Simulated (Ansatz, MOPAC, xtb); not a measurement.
Diatomic TcCl, multiplicity 7 (lowest of 2S+1 = 1, 3, 5, 7 at CCSD(T)/def2-TZVPP on PBE0 minima; our sources give no spin for the ground state, which may be another). No spin–orbit coupling.

The constants come from a fifth-degree fit in 1/R (seven points, main isotopes). Runs in def2 and cc sets follow the lowest solution found near the PBE0 minimum.

Run with Ansatz (a quantum-chemistry and plane-wave program); MOPAC for PM6 (differences of heats of formation); xtb for the GFN methods.  In def2 rows elements past Kr take small-core potentials, without spin–orbit coupling. The GFN methods have no spin term and hold the electronic entropy of 300 K.

```
level                                r_e (Å)  ω_e (cm⁻¹)  B_e (cm⁻¹)  α_e (cm⁻¹)  dipole (D)
-----------------------------------  -------  ----------  ----------  ----------  ----------
PM6                                    2.301         401       0.124     0.00034           -
GFN1-xTB                               2.306         311       0.123     0.00068           -
GFN2-xTB                               2.297         258       0.124      0.0014           -
SVWN5/def2-TZVPP                       2.295         359       0.125     0.00059        1.31
PBE/def2-TZVPP                         2.342         336       0.120     0.00058        1.67
r2SCAN/def2-TZVPP                      2.350         342       0.119     0.00054        2.22
B97M-V/def2-TZVPP                      2.374         331       0.116     0.00054        2.56
B3LYP/def2-TZVPP                       2.367         332       0.117     0.00055        2.24
PBE0/def2-TZVPP                        2.344         343       0.119     0.00055        2.23
BHLYP/def2-TZVPP                       2.376         336       0.116     0.00053        2.80
CAM-B3LYP/def2-TZVPP                   2.353         343       0.118     0.00054        2.34
wB97X-V/def2-TZVPP                     2.344         349       0.119     0.00053        2.22
wB97M-V/def2-TZVPP                     2.355         345       0.118     0.00052        2.30
B2PLYP/def2-TZVPP                      2.358         340       0.118     0.00054           -
CCSD/def2-TZVPP                        2.366         344       0.117     0.00052           -
CCSD/def2-QZVPP                        2.368         342       0.117     0.00052           -
CCSD(T)/def2-TZVPP                     2.357         347       0.118     0.00053           -
CCSD(T)/def2-QZVPP                     2.359         345       0.118     0.00052           -
CCSD(T)/CBS(def2-TZVPP, def2-QZVPP)    2.361         343       0.118     0.00051           -
```

Correlated levels freeze the inner cores; with def2 sets outer-core shells near the valence are correlated too. CBS: X⁻³ extrapolation of the correlation energy, Hartree–Fock from the larger set. The state that PM6 reach isn't checked.
